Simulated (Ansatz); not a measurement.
This geometry of CH$_{7}$FOSi$_{2}$ (12 atoms, charge 0, multiplicity 1) is a first-order saddle point.

Theory: RKS PBE/def2-SVP in Ansatz 0.2.0.

```xyz
12
Properties=species:S:1:pos:R:3
O -1.997 -0.230 1.884
C -1.390 0.082 0.638
Si 0.479 -0.307 0.489
Si 1.326 0.261 -1.634
F 1.026 1.862 -1.894
H -1.326 -0.594 2.485
H -1.910 -0.463 -0.188
H -1.518 1.167 0.405
H 0.706 -1.783 0.727
H 1.228 0.436 1.568
H 0.643 -0.523 -2.722
H 2.811 0.037 -1.723
```

(1) Which two structures does it join? (They come from a converged band through this point; their orientation in space is the band's.)

(2) How far does it lie above each of them?

Results:

(1) No bond is made or broken. The dihedral H6–O1–C2–Si3 goes from -64 to 64°.

Initial state:

```xyz
12
Properties=species:S:1:pos:R:3
O -1.819 -0.137 2.019
C -1.354 0.162 0.708
Si 0.524 -0.205 0.509
Si 1.343 0.230 -1.658
F 1.045 1.813 -2.016
H -1.715 -1.098 2.152
H -1.937 -0.357 -0.093
H -1.518 1.249 0.544
H 0.738 -1.673 0.799
H 1.304 0.580 1.530
H 0.642 -0.615 -2.690
H 2.826 -0.005 -1.769
```

Final state:

```xyz
12
Properties=species:S:1:pos:R:3
O -1.886 -0.405 1.916
C -1.396 -0.039 0.631
Si 0.478 -0.426 0.436
Si 1.354 0.292 -1.631
F 1.008 1.899 -1.787
H -1.427 0.153 2.570
H -1.964 -0.637 -0.114
H -1.588 1.032 0.375
H 0.729 -1.903 0.600
H 1.207 0.288 1.549
H 0.716 -0.430 -2.789
H 2.847 0.122 -1.721
```

(2) 8.6 kJ/mol above the first and 9.1 kJ/mol above the second. This is the barrier of this one path; another mechanism may lie lower.

The run took 99 s on 2 threads of Arm Neoverse V1 (shared host), peak memory 0.15 GiB.
